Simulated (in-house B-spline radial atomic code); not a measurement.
A radial electron density 4πr²n(r) was computed for an atom or ion in its tabulated ground configuration with an all-electron radial atomic-structure program (B-spline basis); method: Dirac-Hartree-Fock, average of configuration. Columns: r (bohr), 4πr²n(r) (electrons per bohr), bar.

```
 0.00259   0.5837 #
 0.00308   0.8043 #
 0.00367    1.108 ##
 0.00437    1.516 ##
  0.0052     2.06 ###
  0.0062     2.79 ####
 0.00738    3.737 ######
 0.00878    4.952 ########
  0.0105    6.537 ##########
  0.0125    8.449 #############
  0.0148    10.66 #################
  0.0176    13.28 #####################
   0.021    16.23 ##########################
   0.025    19.24 ###############################
  0.0298    22.11 ###################################
  0.0355    24.46 #######################################
  0.0422     25.9 #########################################
  0.0503    26.17 ##########################################
  0.0599    25.16 ########################################
  0.0713    23.19 #####################################
  0.0848    20.96 #################################
   0.101    19.42 ###############################
    0.12    19.47 ###############################
   0.143    21.41 ##################################
   0.171    24.61 #######################################
   0.203    27.25 ###########################################
   0.242    27.65 ############################################
   0.288    24.72 #######################################
   0.343    19.05 ##############################
   0.408    12.78 ####################
   0.486    8.184 #############
   0.578    6.431 ##########
   0.688     6.64 ###########
    0.82    6.934 ###########
   0.976    6.011 ##########
    1.16    4.054 ######
    1.38    2.047 ###
    1.65    0.722 #
    1.96   0.1824 
    2.34  0.02845 
    2.78 0.002826 
    3.31 0.0001504
```

Q: Which atom or ion is it?
A. Ti7+
B. Ti8+
C. Ca7+
D. V7+

A: A. The area under the curve, ∫4πr²n dr = ∫r·4πr²n d(ln r) on this logarithmic grid, is 15 electrons, which only this option has. The configuration is [Ne] 3s2 3p3.
